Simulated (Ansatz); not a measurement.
Ansatz (a first-principles code) input (CCSD(T)/cc-pVQZ):

Ansatz 0.2 input:
```yaml
crystal:
  periodic: [false, false, false]
  atoms:
    - {symbol: B, position_ang: [0.77817726, -0.09474492, -0.01515003]}
    - {symbol: N, position_ang: [-0.52344474, 0.06373063, 0.01019074]}
    - {symbol: H, position_ang: [1.93787378, -0.23594071, -0.03772771]}
    - {symbol: H, position_ang: [-0.97808876, 0.97067254, 0.12878220]}
    - {symbol: H, position_ang: [-1.18655813, -0.70712167, -0.08663953]}
basis:
  gaussian:
    orbitals: cc-pVQZ
total_charge: 1
magnetization: {spin_polarized: false}
correlation: {method: ccsd_t, electrons: outside_noble_gas}
```

Output:

```
Functional definition: HF
integrals: 0.82 GiB planned
1170 factors; integrals over basis functions are off by at most 1.2e-3 eV
mean field: 0.55 GiB planned
mean field evaluation 1: about -2188.4254 eV, gradient 5.8e1 eV
mean field evaluation 2: about -2188.4254 eV, gradient 5.8e1 eV
mean field evaluation 4: about -2194.6582 eV, gradient 2.8e0 eV
mean field evaluation 8: about -2194.6918 eV, gradient 2.0e-1 eV
mean field evaluation 16: about -2194.6898 eV, gradient 6.7e-1 eV
mean field -2194.69212641 eV, -80.6534480300 hartree, gradient 3.4e-6 eV, S^2 0.000000; 0 other end points of the search recorded, 0 dependent functions left out
2 core orbitals not correlated
reference -2194.69212641 eV, -80.6534480300 hartree; 5, 5 occupied and 193, 193 virtual orbitals, 1170 factors
second order -8.22710425 eV of doubles, -0.00000000 eV of singles
coupled cluster: 1.27 GiB planned
cycle   1  -8.39243887 eV  change   -1.7e-1 eV  update   5.6e-2
cycle   2  -8.59809424 eV  change   -2.1e-1 eV  update   1.8e-2
cycle   3  -8.64064815 eV  change   -4.3e-2 eV  update   9.2e-3
cycle   4  -8.63384724 eV  change    6.8e-3 eV  update   2.4e-3
cycle   5  -8.63471623 eV  change   -8.7e-4 eV  update   1.2e-3
cycle   6  -8.63473743 eV  change   -2.1e-5 eV  update   2.7e-4
cycle   7  -8.63466538 eV  change    7.2e-5 eV  update   7.0e-5
cycle   8  -8.63469592 eV  change   -3.1e-5 eV  update   2.2e-5
cycle   9  -8.63469413 eV  change    1.8e-6 eV  update   6.0e-6
perturbative correction -0.32188606 eV, -0.0118290945 hartree
Total energy: -2203.64870660 eV, -80.9825962809 hartree
```
